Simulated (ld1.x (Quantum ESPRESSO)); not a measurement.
# Before and after: PAW potential for antimony (Sb)

ld1.x (Quantum ESPRESSO) 7.5 input, shortened:

```
&input
   title='Sb', zed=51., rel=1, dft='PBESOL', iswitch=3,
   config='[Kr] 4d10 5s2 5p1'
 /
 &inputp
   pseudotype=3, lpaw=.true., tm=.true., lloc=-1, rcloc=2.35,
   nlcc=.true., new_core_ps=.true., rcore=0.95,
   which_augfun='PSQ', rmatch_augfun_nc=.true.
 /
6
5S  1  0   2.00   0.00  1.65  2.15  0.0
5S  1  0   0.00   3.20  1.65  2.15  0.0
5P  2  1   1.00   0.00  2.00  2.55  0.0
5P  2  1   0.00   0.85  2.00  2.55  0.0
4D  3  2  10.00   0.00  1.05  1.15  0.0
4D  3  2   0.00  -2.70  1.05  1.15  0.0
 &test
   configts(1)='4d10 5s2 5p1'
 /
```

Change: local potential all-electron potential smoothed inside 1.70 bohr (lloc = -1).

Cutoffs: the cutoffs (Ry, on a coarse ladder) from which the occupation-weighted sum of valence levels, in a spherical-Bessel basis at the reference potential, stays within 10 and 1 mRy of its value at 400 Ry; they do not see the model core or the augmentation charge, which bear on the density cutoff. Errors are all-electron minus pseudo energies relative to the spin-unpolarised reference configuration.

Problem. What does the change do?

Solution. The potential gets neither clearly harder nor softer (110 Ry and 200 Ry → 110 Ry and 200 Ry); a bound ghost appears in s, which as a rule spoils a file; of the 7 tests that both files solve, the error grows in 4 and shrinks in 2 by more than 15 % and 0.3 meV (median size 7.7 → 9.5 meV); the range in which the s phases agree narrows (upper end at the end of the scan → -1.6). A state that the projectors do not describe sees the local part alone, so a deeper or shallower local part can create or remove a ghost.

| quantity | base | changed |
| --- | --- | --- |
| cutoff, loose | 110 Ry | 110 Ry |
| cutoff, tight | 200 Ry | 200 Ry |
| bound ghosts | none | s |
| error for 4d10 5s2 5p3, meV [ΔE -24.36 eV] | +7.7 | +11 |
| error for 4d10 5s2 5p2, meV [ΔE -16.01 eV] | +4.3 | +5.5 |
| error for 4d10 5s2 5p0, meV [ΔE 24.44 eV] | -6.7 | -3.7 |
| error for 4d10 5s1 5p4, meV [ΔE -16.21 eV] | +7.6 | +9.5 |
| error for 4d10 5s0 5p5, meV [ΔE -7.86 eV] | +7.8 | +8.3 |
| error for 4d10 5s2 5p3.3, meV [ΔE -25.52 eV] | +8.5 | +12 |
| error for 4d9 5s2 5p4, meV [ΔE 6.69 eV] | -79 | +26 |
| s: phases at 2.75 bohr within 0.05 rad from the reference energy up to (Ry; the scan ends near 5) | to the end of the scan | -1.6 |
| p: phases at 2.75 bohr within 0.05 rad from the reference energy up to (Ry; the scan ends near 5) | 2.6 | 2.5 |
| d: phases at 2.75 bohr within 0.05 rad from the reference energy up to (Ry; the scan ends near 5) | 4.5 | to the end of the scan |
| lowest overlap eigenvalue by channel | s 0.62, p 0.51, d 0.99 | s 0.51, p 0.42, d 0.97 |

 A true bound ghost makes a file unfit for plane-wave use even where its test errors are small: the radial tests pick states by their node count and pass the ghost by.
